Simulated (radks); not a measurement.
Species: Se. Configuration: [Ar] 3d10 4s2 4p4.

Calculated with a radial shooting solver on a logarithmic mesh with Libxc functionals: scalar-relativistic Kohn-Sham, PBE, spin-polarised, spherical densities, finite nucleus; open shells are filled with parallel spins first; Fermi nuclear charge, rms radius 4.14 fm.

Energy parts (eV):
part                       energy
total                  -66122.947
kinetic                 67472.754
electron-nucleus      -159409.349
Hartree                 28203.769
exchange-correlation    -2390.120

Orbitals (lengths in bohr, moments of r in powers of bohr; r(max) is where P^2 peaks):
orbital	occ.	eigenvalue (eV)	<1/r>	r(max)
1s up	1	-12504.83	34.56	0.02880
1s down	1	-12504.74	34.56	0.02880
2s up	1	-1607.056	7.632	0.1645
2s down	1	-1607.008	7.632	0.1645
2p up	3	-1413.512	7.474	0.1317
2p down	3	-1413.424	7.474	0.1317
3s up	1	-213.4312	2.488	0.5022
3s down	1	-213.3072	2.488	0.5023
3p up	3	-152.9096	2.335	0.5004
3p down	3	-152.7694	2.336	0.5004
3d up	5	-53.0824	2.029	0.4529
3d down	5	-52.8867	2.033	0.4528
4s up	1	-17.9060	0.7354	1.517
4s down	1	-16.3543	0.7394	1.504
4p up	3	-7.1171	0.5771	1.810
4p down	1	-5.6047	0.5666	1.809

The highest occupied level is 4p down at -5.605 eV. Spin moment in Bohr magnetons: 2. The electron density at the nucleus is 4.028e+04 e/bohr^3 (large components only). The spin density at the nucleus is -0.6548 e/bohr^3 (1s -0.1769, 2s 0.0624, 3s 0.0555, 4s -0.5958). For comparison, the ionisation energy in NIST's Atomic Spectra Database is 9.752 eV (measured). In exact Kohn-Sham theory the highest level is minus the ionisation energy, but local and semilocal functionals leave it too shallow, through self-interaction and a potential that decays too fast; potentials with the right tail come closer.
